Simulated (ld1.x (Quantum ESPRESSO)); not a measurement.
## Au: one change to a TM semilocal potential, before and after

gold (Au), norm-conserving Troullier–Martins (semilocal form), made with ld1.x (Quantum ESPRESSO) 7.5 (LDA (PZ), scalar-relativistic). Core [Kr] 4d10 4f14 5s2, reference 5p6 5d10 6s1 6p0. Waves: 5p (bound): rc 1.70 bohr; 5d (bound): rc 2.05 bohr; 6s (bound): rc 2.00 bohr. Local part: the s channel. Core correction: Bessel-smoothed model core, default radius (core density twice the valence density).

Change: wave 5p (bound): rc 1.70 bohr becomes 5p (bound): rc 1.10 bohr.

Cutoffs: the cutoffs (Ry, on a coarse ladder) from which the occupation-weighted sum of valence levels, in a spherical-Bessel basis at the reference potential, stays within 10 and 1 mRy of its value at 400 Ry; they do not see the model core or the augmentation charge, which bear on the density cutoff. Errors are all-electron minus pseudo energies relative to the spin-unpolarised reference configuration.

Task: What does the change do?

Result: The potential gets harder (50 Ry and 70 Ry → 140 Ry and 230 Ry); of the 9 tests that both files solve, the error grows in 2 and shrinks in 4 by more than 15 % and 0.3 meV (median size 5.7 → 5.6 meV); the range in which the p phases agree widens (upper end -0.2 → at the end of the scan); neither file shows a bound ghost. A smaller radius makes the pseudo-wave follow the all-electron one further in, where it bends more sharply, so more plane waves are needed. A semilocal file is local in each channel, so a ghost entry of none says nothing of the separable form that plane-wave codes build from it.

```tsv
quantity	base	changed
cutoff, loose	50 Ry	140 Ry
cutoff, tight	70 Ry	230 Ry
loose cutoff by channel (10 mRy a level)	p 25 Ry, d 35 Ry, s 8 Ry	p 80 Ry, d 35 Ry, s 8 Ry
bound ghosts	none	none
error for 5p6 5d10 6s0 6p0, meV [ΔE 9.77 eV]	-12	-12
error for 5p6 5d9 6s0 6p0, meV [ΔE 31.28 eV]	-5.7	-5.6
error for 5p6 5d8 6s0 6p0, meV [ΔE 65.44 eV]	0.0	-2.7
error for 5p6 5d9 6s1 6p1, meV [ΔE 7.52 eV]	+260	+26
error for 5p6 5d9 6s1 6p0, meV [ΔE 12.37 eV]	+0.6	+0.1
error for 5p5 5d10 6s1 6p0, meV [ΔE 66.40 eV]	-182	-120
error for 5p6 5d10 6s0 6p1, meV [ΔE 5.40 eV]	+189	+10
error for 5p6 5d10 6s1 6p0 (spin-polarised), meV [ΔE -0.13 eV]	+0.3	+0.4
error for 5p6 5d9 6s0 6p0 (spin-polarised), meV [ΔE 31.13 eV]	-3.0	-4.0
s: phases at 2.25 bohr within 0.05 rad from the reference energy up to (Ry; the scan ends near 5)	3.3	3.3
p: phases at 2.25 bohr within 0.05 rad from the reference energy up to (Ry; the scan ends near 5)	-0.2	to the end of the scan
d: phases at 2.25 bohr within 0.05 rad from the reference energy up to (Ry; the scan ends near 5)	to the end of the scan	to the end of the scan
```
